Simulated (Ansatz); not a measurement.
Basis sets compared for (F)3Zr-NH-SiH3 (ZrSiNF₃H₄). The state is a singlet with charge 0. Geometry PBE0-D4/def2-SVP. Ansatz on 4 threads of Arm Neoverse V1 on a shared host; times are rough, and most runs start from earlier orbitals.

```tsv
atom	x (Å)	y (Å)	z (Å)
Zr1	-0.283	0.294	-1.626
F2	-0.876	-1.463	-2.066
F3	-1.817	1.399	-1.379
F4	0.891	0.995	-2.948
N5	0.752	0.216	0.112
Si6	0.076	-0.359	1.622
H7	1.727	0.517	0.160
H8	0.794	-1.559	2.149
H9	-1.335	-0.734	1.293
H10	0.070	0.694	2.682
```

In the def2 sets Zr takes a core potential; there is no spin–orbit coupling.

Binding counts from free atoms (Zr triplet, F doublet, N quartet, Si triplet, H doublet) in the same basis, without a counterpoise term.

```csv
level,functions,energy (Eh),HOMO (eV),LUMO (eV),binding per atom (eV),wall time
PBE-D4/def2-SVP,125,-692.7010,-6.73,-1.91,–,1.4 s
PBE-D4/def2-TZVP,225,-693.2469,-6.89,-2.09,–,2.4 s
r2SCAN-D4/def2-TZVP,225,-693.5777,-7.20,-1.88,–,4.6 s
PBE0-D4/def2-SVP,125,-692.6992,-8.16,-1.07,4.22,1.7 s
PBE0-D4/def2-TZVP (with forces),225,-693.2426,-8.26,-1.19,4.18,5 s
```

Question: Estimate the rows for PBE-D4/def2-TZVPD, r2SCAN-D4/def2-TZVPD, PBE0-D4/def2-TZVPD.

Answer: 
```json
{"level": "PBE-D4/def2-TZVPD", "functions": "276", "energy (Eh)": "-693.2508", "HOMO (eV)": "-6.91", "LUMO (eV)": "-2.12", "binding per atom (eV)": "–", "wall time": "3.5 s"}
{"level": "r2SCAN-D4/def2-TZVPD", "functions": "276", "energy (Eh)": "-693.5816", "HOMO (eV)": "-7.20", "LUMO (eV)": "-1.88", "binding per atom (eV)": "–", "wall time": "6.5 s"}
{"level": "PBE0-D4/def2-TZVPD", "functions": "276", "energy (Eh)": "-693.2465", "HOMO (eV)": "-8.26", "LUMO (eV)": "-1.20", "binding per atom (eV)": "4.18", "wall time": "4.9 s"}
```
